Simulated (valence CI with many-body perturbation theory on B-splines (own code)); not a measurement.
The numbers below are computed, except where a source is named.
## A CI+MBPT run for Cr¹⁷⁺

Level of theory: valence CI with perturbative core correlation (CI+MBPT): five valence electrons over a frozen Dirac-Fock core [He], a basis of 9 s, 9 p, 8 d, 6 f, 3 g, 1 h functions for each j, with the one-electron correlation potential Σ1 (screened to all orders), the two-electron term Σ2, the three-electron term Σ3, Breit, model QED; selected single and double excitations, second order for the rest (own B-spline code, finite nucleus).

Command, and the settings that its task file holds:

```sh
python run_cv.py task.json out
```

```
atom Cr  Z=24  mass_number=52  rms_radius_fm=3.6452
core [He]
valence 2s2 2p3
avg = 1
basis = M
breit = 1
cap = 40000
capref = 1200
cscale = 1
de = 0.0
dress = 0
eps = 2e-08
h = 0.27
hh = 1
l2 = 3
lcore = 6
maxit = 60
n2 = 5
natural = 1
nlev = 45
nno = [5, 5, 5, 4, 2, 1]
nroot = 26
nsp = [4, 4, 3, 2, 1, 0]
pt2 = 1
qed = 1
rpa = 1
s1 = 1
s2 = 1
s3 = 1
screen = 1
tol = 2e-05
```

Roughly how long does this run take on one core of Arm Neoverse V2, and how much memory?

4.2 min on 1 thread of Arm Neoverse V2, with other jobs on the host, peak memory 1.3 GiB.

Log. The first blocks belong to the next ion, which gives the ionisation energy. Fields: 2J, parity (1 odd), roots, reference size, generating configurations, candidates as configurations/state functions, variational space P, stored matrix elements, Davidson steps; e2 is the range of second-order energies in hartree. The first line gives the box (bohr), its intervals, the orbitals and the steps of their self-consistent field. Window is the range of levels sought, series limit the energy at which the first omitted orbital would enter, core excitation an estimate of the first excitation out of the core, left out the lowest levels not solved, and shifts from estimates the range by which levels moved from their first estimate, all in cm⁻¹.

```
rmax 4.7 intervals 60 orbitals 63 references ['2s2 2p3', '2s 2p4', '2p5'] scf 5 t 0.5
2J=0 par=0 roots 2 ref 28 generators 4 cand 3355/4621 P 2290/3195 nnz 1.3e+06 it 5
2J=0 par=0 roots 2 ref 28 generators 9 cand 7619/12583 P 3176/4508 nnz 1.9e+06 it 5
   second order: generators 23 cand 22555/39678 e2 -0.00005 -0.00004
2J=2 par=0 roots 2 ref 58 generators 2 cand 3981/11504 P 1328/3999 nnz 2.5e+06 it 5
2J=2 par=0 roots 2 ref 58 generators 8 cand 11618/43747 P 2890/9724 nnz 1.2e+07 it 5
   second order: generators 23 cand 28134/113083 e2 -0.00010 -0.00007
2J=4 par=0 roots 2 ref 64 generators 4 cand 5160/16422 P 1342/3998 nnz 2.7e+06 it 6
2J=4 par=0 roots 2 ref 64 generators 10 cand 12390/57806 P 3416/11447 nnz 1.6e+07 it 6
   second order: generators 28 cand 30545/165817 e2 -0.00008 -0.00008
reference levels 581, estimated 449, window 6384816 1/cm; series limit 8901526, core excitation 44420660
2J=3 par=1 roots 16 ref 87 generators 21 cand 28502/213613 P 2022/7995 nnz 5e+06 it 12
2J=3 par=1 roots 16 ref 87 generators 38 cand 52707/458975 P 7280/39987 nnz 8.5e+07 it 16
   second order: generators 97 cand 123040/1335946 e2 -0.00236 -0.00063
2J=5 par=1 roots 10 ref 72 generators 16 cand 30169/279534 P 1842/7999 nnz 5.7e+06 it 10
2J=5 par=1 roots 10 ref 72 generators 30 cand 48028/476532 P 6375/39990 nnz 9.2e+07 it 10
   second order: generators 69 cand 108206/1384728 e2 -0.00245 -0.00088
2J=1 par=1 roots 10 ref 58 generators 18 cand 24884/119360 P 2721/8000 nnz 4.2e+06 it 10
2J=1 par=1 roots 10 ref 58 generators 33 cand 42783/232608 P 10141/39997 nnz 7.6e+07 it 9
   second order: generators 91 cand 112146/734527 e2 -0.00051 -0.00015
2J=5 par=0 roots 15 ref 79 generators 22 cand 29949/260015 P 1962/8000 nnz 5.7e+06 it 9
2J=5 par=0 roots 15 ref 79 generators 40 cand 57949/719115 P 6404/39999 nnz 8.6e+07 it 10
   second order: generators 114 cand 150819/2151390 e2 -0.01005 -0.00269
2J=3 par=0 roots 17 ref 86 generators 22 cand 29286/215701 P 1902/7996 nnz 5.7e+06 it 8
2J=3 par=0 roots 17 ref 86 generators 45 cand 69249/700955 P 6815/40000 nnz 8.2e+07 it 10
   second order: generators 124 cand 157681/1819529 e2 -0.00909 -0.00149
2J=1 par=0 roots 13 ref 59 generators 23 cand 26310/121769 P 2802/7999 nnz 4.5e+06 it 10
2J=1 par=0 roots 13 ref 59 generators 39 cand 51360/309577 P 9952/39998 nnz 7e+07 it 11
   second order: generators 113 cand 140609/970369 e2 -0.00289 -0.00031
2J=7 par=1 roots 4 ref 44 generators 11 cand 23222/224242 P 1807/7994 nnz 5.7e+06 it 8
2J=7 par=1 roots 4 ref 44 generators 16 cand 33939/372448 P 5850/40000 nnz 9.6e+07 it 9
   second order: generators 41 cand 77747/1150644 e2 -0.00459 -0.00142
2J=7 par=0 roots 7 ref 46 generators 12 cand 24040/226836 P 1836/7999 nnz 5.6e+06 it 8
2J=7 par=0 roots 7 ref 46 generators 21 cand 45875/625568 P 5780/39998 nnz 9.7e+07 it 11
   second order: generators 69 cand 119626/1950344 e2 -0.00608 -0.00230
2J=9 par=0 roots 3 ref 22 generators 5 cand 13553/126103 P 1819/7988 nnz 6.1e+06 it 8
2J=9 par=0 roots 3 ref 22 generators 10 cand 26235/315697 P 5501/40000 nnz 1.2e+08 it 8
   second order: generators 36 cand 78271/1318265 e2 -0.00081 -0.00064
2J=9 par=1 roots 1 ref 17 generators 3 cand 8650/81584 P 1450/7996 nnz 8e+06 it 4
2J=9 par=1 roots 1 ref 17 generators 4 cand 13218/177458 P 4142/33529 nnz 1.1e+08 it 5
   second order: generators 13 cand 34146/497146 e2 -0.00020 -0.00020
left out: unestimated 8073079, estimated 6730841, shifts from estimates -300 to 477
operators 0.1
```

The Davidson iterations converged.

No measured spectrum was set against this ion. As an estimate, levels of excited configurations hold to 0.05 to 0.15 % of their energy, terms of the ground configuration to about 0.5 %. Among the levels kept, up to 2000 cm⁻¹ of a level comes from second order outside the variational space, and about a tenth of that is noise between levels of different J, which matters for small intervals.

```yaml
Valence_energy: -277.1414 hartree
Ionisation_energy: "1294 eV (NIST: 1294.8 ± 1.6 eV (semi-empirical))"
Reference_configurations_for_the_orbitals: 2s2 2p3, 2s 2p4, 2p5
Radial_orbitals: 63
Box_radius: 4.683 bohr
Largest_variational_space: 40000
Lowest_levels: 2s2 2p3 4S°_3/2 0, 2s2 2p3 2D°_3/2 126410, 2s2 2p3 2D°_5/2 151160, 2s2 2p3 2P°_1/2 226690, 2s2 2p3 2P°_3/2 265030, 2s 2p4 4P_5/2 667570, 2s 2p4 4P_3/2 714620, 2s 2p4 4P_1/2 732270, 2s 2p4 2D_3/2 923380, 2s 2p4 2D_5/2 931830, 2s 2p4 2S_1/2 1062900, 2s 2p4 2P_3/2 1104300, 2s 2p4 2P_1/2 1171200, 2p5 2P°_3/2 1739400 cm⁻¹
```
